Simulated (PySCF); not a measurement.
Assignment exercise: C$_{4}$H$_{8}$O$_{3}$Si

Bonds (- single, = double, # triple, : aromatic): C1-C2, C2=O3, C2-C4, C4=O5, C4-C6, C6-Si7, Si7-O8. C1 carries H9, H10, H11; C6 carries H12, H13; Si7 carries H14, H15; O8 carries H16.

PySCF 2.14.0 with density-fitted response routines calculation with GFN2-xTB geometry and NMR shieldings at PBE0/pcSseg-1/GIAO; no solvent, one averaged value for each set of equivalent atoms, a single conformation, no relativistic terms.

Shifts are taken against calculated references (same method and geometry level): ¹³C (186.93 ppm) and ¹H (31.72 ppm) vs TMS.

Q: Assign these signals to the numbered atoms. ¹³C{¹H} NMR (computed): δ 217.5, 205.4, 39.0, 27.7.

A: 
```tsv
δ (ppm)	atoms	environment	reason
217.5	C2	ketone carbonyl carbon	the double bond to the heteroatom, with no lone-pair donor beside it, deshields it most
205.4	C4	ketone carbonyl carbon	–
39.0	C6	sp3 CH2 bonded to Si, α to a carbonyl	α to the electron-withdrawing carbonyl group
27.7	C1	methyl carbon α to a carbonyl	the adjacent C=O deshields it moderately
```

Q: Assign these signals to the numbered atoms. ¹H NMR (300 MHz, computed): δ 5.30 (br s, 1H), 5.01 (t, 2H), 2.64 (s, 3H), 2.39 (t, 2H).

A: 
```tsv
δ (ppm)	atoms	environment	reason
5.30	H16	hydrogen on an oxygen bonded to Si	exchangeable; this is the value without hydrogen bonding to other molecules
5.01	H14/H15	hydrogen on a silicon bonded to C, O	–
2.64	H9/H10/H11	hydrogen on a methyl carbon α to a carbonyl	α to C=O
2.39	H12/H13	hydrogen on an sp3 CH2 bonded to Si, α to a carbonyl	α to C=O
```

OH/NH shifts are gas-phase values; hydrogen bonding in solution moves them, usually downfield. Shifts are as computed. Against solution values, carbons near 30 ppm lie about +3 ppm off and those near 130 ppm about +5 ppm. Of 1211 compounds with measured shifts, 218 miss one by over three times the rms of a fit or turn the order of signals round; such compounds aren't used in these exercises. No couplings were computed; multiplicities are counted from neighbouring protons, with m where these are inequivalent, close in shift, in a saturated or five-membered ring or joined by F or P, and br s for small geminal =CH2 splittings.
